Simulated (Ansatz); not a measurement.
Ansatz (a quantum-chemistry and plane-wave program) input (B3LYP-D3(BJ)/def2-TZVP):

Ansatz 0.2 input:
```yaml
crystal:
  periodic: [false, false, false]
  atoms:
    - {symbol: Sn, position_ang: [-0.22632255, -0.10713605, -0.18719715]}
    - {symbol: O, position_ang: [1.25384322, 0.49019374, 1.01936476]}
    - {symbol: H, position_ang: [1.28538196, 1.43525240, 1.20493941]}
basis:
  gaussian:
    orbitals: def2-TZVP
hamiltonian:
  xc: b3lyp
  dispersion: d3bj
magnetization: {spin_polarized: true, initial_magnetization: 1}
phonons: {temperatures: {t_min: 298.15, t_max: 298.15, t_step: 100}}
```

Output:

```
Functional definition: B3LYP
integrals: 0.02 GiB planned
627 factors; their error is unknown
mean field: 0.27 GiB planned
mean field evaluation 1: about -7890.4867 eV, gradient 4.6e1 eV
mean field evaluation 2: about -7786.3462 eV, gradient 1.3e2 eV
mean field evaluation 4: about -7897.5965 eV, gradient 5.8e0 eV
mean field evaluation 8: about -7897.6949 eV, gradient 1.2e-1 eV
mean field evaluation 16: about -7897.7648 eV, gradient 3.6e-4 eV
mean field evaluation 32: about -7897.5097 eV, gradient 5.0e-6 eV
mean field -7897.76477037 eV, -290.2375020140 hartree, gradient 5.5e-6 eV, S^2 0.752456; 4 other end points of the search recorded, 0 dependent functions left out
the calculation of the forces begins
reference -7897.76496062 eV, -290.2375090055 hartree; 16, 15 occupied and 71, 72 virtual orbitals, 627 factors
these checks for a lower state are left out or cut short: stability, starts, cluster_reference, orbital_swaps, neighbouring_geometries, increment
integrals: 0.02 GiB planned
627 factors; their error is unknown
mean field: 0.27 GiB planned
mean field -7897.76471127 eV, -290.2374998419 hartree, gradient 1.4e-6 eV, S^2 0.752456; 0 other end points of the search recorded, 0 dependent functions left out
the calculation of the forces begins
reference -7897.76490149 eV, -290.2375068325 hartree; 16, 15 occupied and 71, 72 virtual orbitals, 627 factors
these checks for a lower state are left out or cut short: stability, starts, cluster_reference, orbital_swaps, neighbouring_geometries, increment
integrals: 0.02 GiB planned
627 factors; their error is unknown
mean field: 0.27 GiB planned
mean field -7897.76472733 eV, -290.2375004321 hartree, gradient 1.4e-6 eV, S^2 0.752455; 0 other end points of the search recorded, 0 dependent functions left out
the calculation of the forces begins
reference -7897.76491761 eV, -290.2375074247 hartree; 16, 15 occupied and 71, 72 virtual orbitals, 627 factors
these checks for a lower state are left out or cut short: stability, starts, cluster_reference, orbital_swaps, neighbouring_geometries, increment
integrals: 0.02 GiB planned
627 factors; their error is unknown
mean field: 0.27 GiB planned
mean field evaluation 64: about -7897.7648 eV, gradient 7.0e-5 eV
mean field -7897.76477101 eV, -290.2375020374 hartree, gradient 1.5e-6 eV, S^2 0.752456; 0 other end points of the search recorded, 0 dependent functions left out
the calculation of the forces begins
reference -7897.76496127 eV, -290.2375090293 hartree; 16, 15 occupied and 71, 72 virtual orbitals, 627 factors
these checks for a lower state are left out or cut short: stability, starts, cluster_reference, orbital_swaps, neighbouring_geometries, increment
integrals: 0.02 GiB planned
627 factors; their error is unknown
mean field: 0.27 GiB planned
mean field -7897.76476230 eV, -290.2375017172 hartree, gradient 1.4e-6 eV, S^2 0.752456; 0 other end points of the search recorded, 0 dependent functions left out
the calculation of the forces begins
reference -7897.76495254 eV, -290.2375087084 hartree; 16, 15 occupied and 71, 72 virtual orbitals, 627 factors
these checks for a lower state are left out or cut short: stability, starts, cluster_reference, orbital_swaps, neighbouring_geometries, increment
integrals: 0.02 GiB planned
627 factors; their error is unknown
mean field: 0.27 GiB planned
mean field -7897.76471647 eV, -290.2375000332 hartree, gradient 1.4e-6 eV, S^2 0.752456; 0 other end points of the search recorded, 0 dependent functions left out
the calculation of the forces begins
reference -7897.76490673 eV, -290.2375070249 hartree; 16, 15 occupied and 71, 72 virtual orbitals, 627 factors
these checks for a lower state are left out or cut short: stability, starts, cluster_reference, orbital_swaps, neighbouring_geometries, increment
integrals: 0.02 GiB planned
627 factors; their error is unknown
mean field: 0.27 GiB planned
mean field -7897.76471545 eV, -290.2374999954 hartree, gradient 1.4e-6 eV, S^2 0.752456; 0 other end points of the search recorded, 0 dependent functions left out
the calculation of the forces begins
reference -7897.76490569 eV, -290.2375069868 hartree; 16, 15 occupied and 71, 72 virtual orbitals, 627 factors
these checks for a lower state are left out or cut short: stability, starts, cluster_reference, orbital_swaps, neighbouring_geometries, increment
integrals: 0.02 GiB planned
627 factors; their error is unknown
mean field: 0.27 GiB planned
mean field evaluation 96: about -7897.7647 eV, gradient 7.0e-5 eV
mean field -7897.76468587 eV, -290.2374989084 hartree, gradient 1.4e-6 eV, S^2 0.752456; 0 other end points of the search recorded, 0 dependent functions left out
the calculation of the forces begins
reference -7897.76487614 eV, -290.2375059008 hartree; 16, 15 occupied and 71, 72 virtual orbitals, 627 factors
these checks for a lower state are left out or cut short: stability, starts, cluster_reference, orbital_swaps, neighbouring_geometries, increment
integrals: 0.02 GiB planned
627 factors; their error is unknown
mean field: 0.27 GiB planned
mean field -7897.76469266 eV, -290.2374991580 hartree, gradient 1.5e-6 eV, S^2 0.752455; 0 other end points of the search recorded, 0 dependent functions left out
the calculation of the forces begins
reference -7897.76488288 eV, -290.2375061486 hartree; 16, 15 occupied and 71, 72 virtual orbitals, 627 factors
these checks for a lower state are left out or cut short: stability, starts, cluster_reference, orbital_swaps, neighbouring_geometries, increment
integrals: 0.02 GiB planned
627 factors; their error is unknown
mean field: 0.27 GiB planned
mean field -7897.76476888 eV, -290.2375019591 hartree, gradient 1.5e-6 eV, S^2 0.752455; 0 other end points of the search recorded, 0 dependent functions left out
the calculation of the forces begins
reference -7897.76495915 eV, -290.2375089515 hartree; 16, 15 occupied and 71, 72 virtual orbitals, 627 factors
these checks for a lower state are left out or cut short: stability, starts, cluster_reference, orbital_swaps, neighbouring_geometries, increment
integrals: 0.02 GiB planned
627 factors; their error is unknown
mean field: 0.27 GiB planned
mean field -7897.76475386 eV, -290.2375014073 hartree, gradient 1.5e-6 eV, S^2 0.752456; 0 other end points of the search recorded, 0 dependent functions left out
the calculation of the forces begins
reference -7897.76494409 eV, -290.2375083980 hartree; 16, 15 occupied and 71, 72 virtual orbitals, 627 factors
these checks for a lower state are left out or cut short: stability, starts, cluster_reference, orbital_swaps, neighbouring_geometries, increment
integrals: 0.02 GiB planned
627 factors; their error is unknown
mean field: 0.27 GiB planned
mean field evaluation 128: about -7897.7647 eV, gradient 7.1e-5 eV
mean field -7897.76469196 eV, -290.2374991323 hartree, gradient 1.5e-6 eV, S^2 0.752456; 0 other end points of the search recorded, 0 dependent functions left out
the calculation of the forces begins
reference -7897.76488217 eV, -290.2375061225 hartree; 16, 15 occupied and 71, 72 virtual orbitals, 627 factors
these checks for a lower state are left out or cut short: stability, starts, cluster_reference, orbital_swaps, neighbouring_geometries, increment
integrals: 0.02 GiB planned
627 factors; their error is unknown
mean field: 0.27 GiB planned
mean field -7897.76469388 eV, -290.2374992030 hartree, gradient 1.4e-6 eV, S^2 0.752456; 0 other end points of the search recorded, 0 dependent functions left out
the calculation of the forces begins
reference -7897.76488417 eV, -290.2375061959 hartree; 16, 15 occupied and 71, 72 virtual orbitals, 627 factors
Total energy: -7897.83062684 eV, -290.2399221944 hartree
Atom 0 at    -0.226323    -0.107136    -0.187197 Å, force     0.000902     0.000387     0.000739 eV/Å
Atom 1 at     1.253843     0.490194     1.019365 Å, force    -0.000807     0.001368    -0.000367 eV/Å
Atom 2 at     1.285382     1.435252     1.204939 Å, force    -0.000095    -0.001755    -0.000371 eV/Å
Dipole moment:    -0.263614     0.183771    -0.165133 e Å
Vibrations: 575.97 709.03 3813.02 cm⁻¹, zero-point energy 0.316037 eV
```

It need not be the lowest isomer of its formula.
